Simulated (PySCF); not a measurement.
Compound: C₆H₁₂NO (charge +1).
Geometry (GFN2-xTB, Å), atoms numbered from 1 in this order:
```xyz
20
C6H12NO angstrom
C      3.0724   -0.0402    1.9619
C      2.2390    0.4729    1.2737
C      1.2155    1.0860    0.4494
N      0.2521    0.0641   -0.0448
C      0.9021   -0.9156   -0.9352
C     -0.9487    0.6894   -0.7423
O     -1.8673   -0.2626   -1.0681
C     -2.8507   -0.5677   -0.0834
H      3.8174   -0.4698    2.5661
H      1.6757    1.5795   -0.4114
H      0.6792    1.8362    1.0390
H     -0.1025   -0.4519    0.7699
H      0.1571   -1.6170   -1.3078
H      1.3505   -0.3972   -1.7809
H      1.6785   -1.4529   -0.3939
H     -1.3499    1.4697   -0.0797
H     -0.5751    1.1364   -1.6699
H     -2.4183   -1.0633    0.7909
H     -3.3820    0.3338    0.2298
H     -3.5501   -1.2452   -0.5666
```

Computed with TDDFT PBE0/def2-SVPD, vertical, gas phase, core orbitals frozen in the response (PySCF 2.14.0, density-fitted response routines).

Transition dipole moments from the ground state, in atomic units and in the frame of the coordinates above (overall signs are arbitrary), for the states with f of 0.002 or more among the lowest 6:

| state | E (eV) | μx | μy | μz |
| --- | --- | --- | --- | --- |
| S2 | 6.854 | -0.265 | -0.064 | -0.167 |
| S3 | 7.176 | -0.102 | -0.083 | -0.011 |
| S4 | 7.439 | 0.346 | 0.081 | -0.095 |
| S5 | 7.478 | 0.218 | 0.162 | 0.077 |
| S6 | 7.757 | 0.223 | 0.074 | 0.100 |

Q: Work out the oscillator strengths.

A: f = (2/3) ΔE |μ|² with ΔE in hartree (27.2114 eV).

```tsv
state	|μ|² (au)	|μ| (D)	f
S2	0.102	0.81	0.017
S3	0.017	0.34	0.003
S4	0.135	0.93	0.025
S5	0.080	0.72	0.015
S6	0.065	0.65	0.012
```

Q: Which bond between heavy atoms lies closest to the direction of the S4 transition dipole?

A: O7–C8, at 29° from it; next C6–O7 at 43°.

Q: What angle do the transition dipoles of S4 and S6 make?

A: |cos θ| = |μa·μb| / (|μa| |μb|) = 0.78, so θ ≈ 38° (taken between 0 and 90°, since the signs are arbitrary).

Q: What peak molar absorption coefficient would the strongest computed level give as a lone Gaussian band 0.3 eV wide at half height?

A: ε(max) = 2.175×10⁸ f / FWHM, with the width in cm⁻¹. S4: 2.175×10⁸ × 0.0246 / 2420 ≈ 2200 L mol⁻¹ cm⁻¹.

On one thread of an Arm Neoverse V2, no GPU, shared host with 96 logical CPUs at a one-minute load of 28, this took 42 s wall and 1.0 GiB of memory at its peak.

One conformer stands for the species.
